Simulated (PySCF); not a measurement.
## Spinor energies of Ho³⁴⁺ (holmium, charge +34)

Start: [Ar] 3d10 4s2 4p3; 4p1/2 filled at m_j = -1/2, +1/2; 4p3/2 filled at m_j = +3/2. Calculated with PySCF 2.14 in an uncontracted even-tempered set (17 s from 3.5 bohr⁻², ratio 2.8; 13 p from 4.6 bohr⁻², ratio 2.8; 8 d from 8.1 bohr⁻², ratio 2.8; 4 f from 21 bohr⁻², ratio 3): generalised Hartree-Fock with the X2C-1e Hamiltonian and a Gaussian nucleus; one run each with spin-orbit coupling (SO) switched off, then screened by Boettger's factors.

| spinor shell | electrons | ε, spin-free (eV) | ε, screened SO (eV) | weight of nominal j (screened SO) | rms radius, screened SO (bohr) |
| --- | --- | --- | --- | --- | --- |
| 1s1/2 | 2 | -57296.9 | -57281.9 | 1.000 | 0.0236 |
| 2s1/2 | 2 | -10858.2 | -10852.2 | 1.000 | 0.0952 |
| 2p1/2 | 2 | -9775.8 | -10382.5 | 1.000 | 0.0813 |
| 2p3/2 | 4 | -9775.8 | -9516.6 | 1.000 | 0.0880 |
| 3s1/2 | 2 | -3491.2 | -3488.0 | 1.000 | 0.242 |
| 3p1/2 | 2 | -3151.3 | -3284.8 | 1.000 | 0.233 |
| 3p3/2 | 4 | -3151.3 | -3091.3 | 1.000 | 0.246 |
| 3d3/2 | 4 | -2730.0 | -2752.7 | 1.000 | 0.218 |
| 3d5/2 | 6 | -2730.0 | -2710.5 | 1.000 | 0.221 |
| 4s1/2 | 2 | -1573.6 | -1572.4 | 1.000 | 0.514 |
| 4p1/2 | 2 | -1461.3 | -1493.3 | 0.998 | 0.510 |
| 4p3/2 | 1 | -1461.3 | -1438.6 | 1.000 | 0.530 |

| quantity | spin-free | screened SO |
| --- | --- | --- |
| E (hartree) | -11953.39397 | -11964.85650 |
| M_J | 3/2 | 3/2 |
| ⟨J²⟩ | 3.750 | 3.751 |
| ⟨L²⟩ | 0.000 | 2.425 |
| ⟨S²⟩ | 3.750 | 1.597 |

Each row is a mean over spinors that exchange with the open shell spreads, by up to 12.870 eV (4s1/2).

Breit and QED terms are absent; they matter most for the inner s and p1/2 levels.

Densities and radii are taken from the X2C orbitals without a picture-change correction, which distorts them close to the nucleus.

Without spin-orbit coupling the j labels of p, d and f shells carry no meaning; the spin-free column gives the mean over the occupied spinors of each nl shell.
